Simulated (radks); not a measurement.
Problem. These are the eigenvalues of the occupied orbitals of an atom or ion with whole-number occupations (eV). Calculated with a radial shooting solver on a logarithmic mesh with Libxc functionals: scalar-relativistic Kohn-Sham, SCAN, spin-polarised, spherical densities, finite nucleus; meta-GGA in the generalised Kohn-Sham scheme; Fermi nuclear charge, rms radius of each element as measured or else 0.836 A^(1/3) + 0.57 fm.

| orbital | eigenvalue |
|---|---|
| 1s up | -90944.44 |
| 1s down | -90944.42 |
| 2s up | -16552.60 |
| 2s down | -16552.25 |
| 2p up | -14191.46 |
| 2p down | -14191.10 |
| 3s up | -4173.778 |
| 3s down | -4173.619 |
| 3p up | -3495.566 |
| 3p down | -3495.362 |
| 3d up | -2812.367 |
| 3d down | -2812.007 |
| 4s up | -1130.144 |
| 4s down | -1129.498 |
| 4p up | -906.6092 |
| 4p down | -905.9940 |
| 4d up | -649.9708 |
| 4d down | -649.2188 |
| 4f up | -368.2734 |
| 4f down | -367.3604 |
| 5s up | -366.7725 |
| 5s down | -362.7236 |
| 5p up | -299.9408 |
| 5p down | -295.4030 |
| 5d up | -219.4320 |

Which element is it, and in what charge state? The configuration may be excited. Open shells, if any, are filled with parallel spins first.

Solution. Z = 83, bismuth, charge +12: Bi12+ in [Xe] 4f14 5d3. The list shows which subshells hold electrons but not how many an open one holds; the 1s level, -3342.1 hartree, gives Z - s = 81.8 by -(Z - s)^2/2, which with screening and relativity narrows Z to a few neighbours, and the depths of the outer levels then fix element, charge and occupations together.
